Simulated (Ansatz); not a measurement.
**Energy profile**

The step: SiH₄O ([OH][SiH3]) + H₂O + NH₃ → SiNH₅ ([NH2][SiH3]) + H₂O + H₂O; bonds formed: O2–H8, H6–O9; dative contacts that become bonds: Si1–N7; bonds broken: Si1–O2, H6–N7, H8–O9 (atoms numbered as in the saddle structure below).

Si1  (-0.854, 0.013, -1.010)
O2  (-0.716, -1.102, 0.633)
H3  (-0.311, -1.185, -1.698)
H4  (-0.925, 0.942, -2.221)
H5  (-2.275, 0.183, -0.583)
H6  (1.139, 0.350, 0.578)
N7  (0.464, 1.048, -0.202)
H8  (0.319, -0.968, 1.153)
O9  (1.428, -0.496, 1.452)
H10  (-1.452, -1.003, 1.241)
H11  (0.038, 1.776, 0.365)
H12  (1.000, 1.528, -0.918)
H13  (2.146, -1.085, 1.210)
(Å)

Electronic energies by CCSD(T) at an estimated basis limit (MP2 extrapolated from triple and quadruple zeta, plus CCSD(T) − MP2 in triple zeta), on PBE0-D4/def2-TZVP structures; SiNH$_{9}$O$_{2}$, singlet; no counterpoise correction. Ansatz 0.2.0; basis: def2-TZVPP and def2-QZVPP; cores frozen in the correlated methods. Extrapolation: Hartree–Fock as exp(−7.88 √X), correlation as X^−2.97.

(1) Give the profile in kcal/mol, counted from the separated reactants. (To be estimated.)

T1 diagnostic: at most 0.011.

Results:

(1) By the calculation:
```
                                                                                                                                                    point  kcal/mol
 separated: SiH$_{4}$O (linked as [OH][SiH3]; Si1, O2, H3, H4, H5, H10; singlet) + NH$_{3}$ (H6, N7, H11, H12; singlet) + H$_{2}$O (H8, O9, H13; singlet)      0.00
                                                                                                                                          start structure    -10.76
                                                                                                                                                   saddle     18.68
                                                                                                                                            end structure     -4.61
separated: SiNH$_{5}$ (linked as [NH2][SiH3]; Si1, H3, H4, H5, N7, H11, H12; singlet) + H$_{2}$O (O2, H8, H10; singlet) + H$_{2}$O (H6, O9, H13; singlet)      9.78
```

For scale, one of the runs: CCSD(T)/def2-TZVPP, 261 basis functions, launched by `ansatz run in.yaml --threads 8 --pin off --events-out ev --progress --plain --max-ram 19148MiB`. The run took 80 s on 8 CPU threads of an Arm Neoverse V2 (shared host), with 6.4 GiB of host memory at its peak.
